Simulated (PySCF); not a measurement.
ScCl2, SMILES [Cl][Sc+][Cl], charge +1.

The structure is a stationary point at PBE0-D3(BJ)/def2-TZVP. The spin state was assumed, not searched. The isomer is the one that the SMILES or the coordinates give; other isomers of the formula were not compared.

Computed with TDA-M06-2X/def2-SVPD run with PySCF.

Vertical excitations.  State labels are in the subgroup C2v.

```csv
state,symmetry,energy (eV),λ (nm),f,main pairs
S1,B2,4.59,270,0.002,"HOMO→LUMO 83 %, HOMO→LUMO+2 14 %"
S2,A2,4.76,261,0.000,HOMO→LUMO+1 90 %
S3,A2,4.86,255,0.000,"HOMO−2→LUMO 78 %, HOMO−2→LUMO+2 15 %"
S4,B1,4.93,251,0.028,"HOMO−1→LUMO 79 %, HOMO−1→LUMO+2 17 %"
S5,B1,4.98,249,0.000,"HOMO→LUMO+3 73 %, HOMO−3→LUMO+1 19 %"
S6,B2,5.03,247,0.001,"HOMO−2→LUMO+1 45 %, HOMO→LUMO+2 35 %, HOMO→LUMO 7 %"
S7,A1,5.05,245,0.004,"HOMO−3→LUMO 66 %, HOMO−3→LUMO+2 17 %, HOMO−1→LUMO+1 12 %"
S8,B2,5.20,238,0.011,"HOMO→LUMO+2 33 %, HOMO−4→LUMO 29 %, HOMO−2→LUMO+1 17 %, HOMO−4→LUMO+2 11 %"
S9,A1,5.22,238,0.000,"HOMO−1→LUMO+1 75 %, HOMO−3→LUMO 17 %"
S10,A2,5.27,235,0.000,"HOMO−2→LUMO+2 57 %, HOMO−4→LUMO+1 20 %, HOMO−2→LUMO 13 %"
T1,B2,4.57,271,0,"HOMO→LUMO 79 %, HOMO→LUMO+2 17 %"
T2,A2,4.71,263,0,HOMO→LUMO+1 86 %
T3,A1,4.72,263,0,"HOMO−1→LUMO+1 58 %, HOMO−2→LUMO+3 34 %"
T4,B2,4.75,261,0,"HOMO−2→LUMO+1 54 %, HOMO−1→LUMO+3 31 %"
```
Triplets are in the Tamm–Dancoff approximation.
